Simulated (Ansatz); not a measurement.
Total energies of Al₂B₃ (the lowest doublet isomer of a short search) from Ansatz at PBE0-D4/def2-TZVP, gas phase (1 Eh = 27.2114 eV = 2625.5 kJ/mol). The reference geometry is relaxed at PBE0-D4/def2-SVP.

```xyz
5

B     0.9708   -0.9332   -1.1748
B     0.5559   -0.4524    0.2317
B    -0.2127    0.0659   -1.2706
Al   -1.2968    1.1117    0.0811
Al   -0.0172    0.2080    2.1327
```

```csv
state,geometry,energy (Eh)
charge 0 doublet,reference,-558.92652
charge 1 singlet,reference,-558.63566
charge 0 quartet,relaxed at PBE0-D4/def2-SVP,-558.88830
free B atom (doublet),–,-24.61828
free Al atom (doublet),–,-242.24894
```

Question: Work out the vertical ionisation energy to the singlet.

Answer: E(charge 1 singlet) − E(charge 0 doublet) = -558.63566 − (-558.92652) = 0.29086 Eh = 7.91 eV. For comparison, −ε of the highest occupied level of the spin that leaves is 6.17 eV at this level, 1.74 eV less.

Question: Which of the charge 0 states is lowest, and how far above it are the others?

Answer: The doublet. quartet: -558.88830 − (-558.92652) = 0.03822 Eh = 100.3 kJ/mol.

Question: What is the binding energy per atom against free atoms?

Answer: Atoms: 3 × (-24.61828) + 2 × (-242.24894) = -558.35272 Eh. Binding: -558.35272 − (-558.92652) = 0.57380 Eh = 15.61 eV, or 3.12 eV for each of 5 atoms (no zero-point energy, no counterpoise term).

At PBE0-D4/def2-TZVP the charge 0 doublet is spin-contaminated (final ⟨S²⟩ up to 0.87, 0.75 for a pure state). The restricted singlet is unstable towards broken spin symmetry in Hartree–Fock (as tested in another run); at PBE0-D4/def2-TZVP this wasn't settled. 

The structure comes from a short search, and lower isomers may exist.
